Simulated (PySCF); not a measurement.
Order these species by their calculated properties.

Species are written as SMILES; each is one conformer at its optimised geometry, gas phase, non-relativistic unless stated; the electronic structure was computed with PySCF and density fitting.

Dipoles, sizes and rotational constants follow the conformer. The torsions of the flexible species, by atom-mapped SMILES:
- `[N:1]#[C:2][CH2:3][CH:4]([C:5]#[N:6])[C:7]#[N:8]`: C2–C3–C4–C5 173°
- `[CH3:1][CH2:2][P:3]([CH2:4][C:5]#[N:6])[CH:7]1[CH2:8][CH2:9]1`: C1–C2–P3–C4 -173°, C2–P3–C4–C5 -67°, C2–P3–C7–C8 104°
- `[CH3:1][CH2:2][P:3]([CH2:4][CH3:5])[CH2:6][CH3:7]`: C1–C2–P3–C4 178°, C2–P3–C4–C5 79°, C2–P3–C6–C7 178°
- `[CH3:1][c:2]1[cH:3][p:4][cH:5][n:6]1[CH:7]([CH3:8])[CH3:9]`: C5–N6–C7–C8 -62°
- `[CH3:1][CH:2]([CH3:3])[c:4]1[cH:5][n-:6][n:7][n:8]1`: C1–C2–C4–C5 60°
- `[CH3:1][C@@H:2]([F:3])[Si@H:4]1[CH2:5][C@@H:6]1[N:7]([CH3:8])[CH3:9]`: C1–C2–Si4–C5 83°, C5–C6–N7–C8 79°
- `[CH3:1][S:2][Si@@H:3]([F:4])[NH:5][SiH3:6]`: C1–S2–Si3–F4 51°, S2–Si3–N5–Si6 -172°

The conformers of `CC(C)[SiH]1CC=CC1` and `FCCC[C@@H]1CCN[SiH2]1` aren't listed.

Task: Rank by HOMO energy, highest first (PBE0/pcSseg-1 at GFN2-xTB geometries).
A. `C(#N)CP(C1CC1)CC`
B. `C1C=CC[SiH]1C(C)C`
C. `N#CCC(C#N)C#N`
D. `n1ncsc1`
E. `FCCC[C@@H]1CCN[SiH2]1`
F. `Cc1cpcn1C(C)C`
G. `CCP(CC)CC`

Result: F (-6.00 eV), G (-6.45 eV), E (-6.61 eV), B (-6.95 eV), A (-7.25 eV), D (-7.78 eV), C (-10.34 eV).

Task: Give the two extremes of that set in hartree.

Result: `N#CCC(C#N)C#N`: -0.380 Eh; `Cc1cpcn1C(C)C`: -0.221 Eh.

Task: Rank by smallest rotational constant, lowest first (GFN2-xTB).
A. `CC(C)c1c[n-]nn1`
B. `c1nncs1`
C. `N#CCC(C#N)C#N`
D. `CCP(CC#N)C1CC1`

Result: D (0.683 GHz), C (1.080 GHz), A (1.386 GHz), B (3.468 GHz).

Task: Give the two extremes of that set in cm⁻¹.

Result: `CCP(CC#N)C1CC1`: 0.0228 cm⁻¹; `c1nncs1`: 0.1157 cm⁻¹.

Task: Rank by HOMO–LUMO gap, highest first (PBE0/pcSseg-1 at GFN2-xTB geometries).
A. `Cc1cc[s+]c(Cl)c1`
B. `CC1=CP=CN1C(C)C`
C. `CC(C)[SiH]1CC=CC1`
D. `N#CCC(C#N)C#N`
E. `CS[Si@@H](F)N[SiH3]`
F. `CCP(CC#N)C1CC1`
G. `C[C@@H](F)[Si@H]1C[C@@H]1N(C)C`

Result: D (9.32 eV), C (7.76 eV), F (7.63 eV), E (7.10 eV), G (6.56 eV), B (6.06 eV), A (5.10 eV).

Task: Give the two extremes of that set in kcal/mol.

Result: `Cc1cc[s+]c(Cl)c1`: 118 kcal/mol; `N#CCC(C#N)C#N`: 215 kcal/mol.

Task: Rank by dipole moment, highest first (PBE0/pcSseg-1 at GFN2-xTB geometries).
A. `Cc1cpcn1C(C)C`
B. `[Si@@H]1(C[C@@H]1N(C)C)[C@H](F)C`
C. `C(C#N)P(C1CC1)CC`
D. `c1nncs1`

Result: C (4.82 D), A (4.31 D), D (3.21 D), B (1.60 D).
